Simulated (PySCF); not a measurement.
disulfane (H₂S₂), SMILES SS. The structure is a stationary point at B3LYP-D3(BJ)/def2-TZVP.

**Question.** Give the equilibrium geometry at B3LYP-D3(BJ)/def2-TZVP (PySCF confirms it by a frequency run) as a Z-matrix, and its point group. (The exact figures need the calculation; the answer reports its results.)

**Answer.** point group C2.
```
S
H 1 1.3476
S 1 2.0719 2 98.52
H 3 1.3476 1 98.52 2 -90.39
```
